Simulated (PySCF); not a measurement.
# Correlation energy of P²⁺ (phosphorus, charge +2)

[Ne] 3s2 4s1, 2S determinant (an excited configuration). All numbers are calculated (PySCF 2.14, the non-relativistic Hamiltonian (point nucleus), in dyall-av3z). Frozen: [Ne]; 3 electrons correlated; the 23 highest virtual orbitals of each spin left out.

```json
{"level": "CCSD", "correlation energy (mhartree)": "-62.13"}
{"level": "(T)", "correlation energy (mhartree)": "-2.08"}
{"level": "CCSD(T)", "correlation energy (mhartree)": "-64.21"}
```

Diagnostics: T1 = 0.013, D1 = 0.0306, largest double amplitude 0.104.

Is a single reference adequate?

Mostly. T1 lies below 0.03, but a double amplitude of this size points to a near-degeneracy that CCSD handles and MP2 describes poorly.
